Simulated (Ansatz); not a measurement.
H2OSi, SMILES `O=[SiH2]` (charge 0, multiplicity 1).

These are r2SCAN0/cc-pVTZ // PBE0-D3(BJ)/def2-TZVP (Ansatz, a first-principles code) values and carry that method's errors.

Ansatz 0.2 input:
```yaml
crystal:
  periodic: [false, false, false]
  atoms:
    - { symbol: O, position_ang: [1.401988, -0.508558, -0.410483] }
    - { symbol: Si, position_ang: [0.033276, -0.012072, 0.011056] }
    - { symbol: H, position_ang: [-1.225536, -0.77564, -0.186654] }
    - { symbol: H, position_ang: [-0.209728, 1.29627, 0.671329] }
basis:
  gaussian: { orbitals: cc-pVTZ }
hamiltonian:
  xc: r2scan0
```

Output:

```
Functional definition: r2SCAN0
571 factors; their error is unknown
mean field evaluation 1: about -9948.8779 eV, gradient 6.0e1 eV
mean field evaluation 2: about -9896.6401 eV, gradient 1.5e2 eV
mean field evaluation 4: about -9955.4054 eV, gradient 3.2e0 eV
mean field evaluation 8: about -9955.4562 eV, gradient 1.6e-1 eV
mean field -9955.45618733 eV, -365.8562668339 hartree, gradient 4.5e-5 eV, S^2 0.000000; 0 other end points of the search recorded, 0 dependent functions left out
reference -9955.45619407 eV, -365.8562670815 hartree; 12, 12 occupied and 80, 80 virtual orbitals, 571 factors
Total energy: -9955.45619407 eV, -365.8562670815 hartree
```
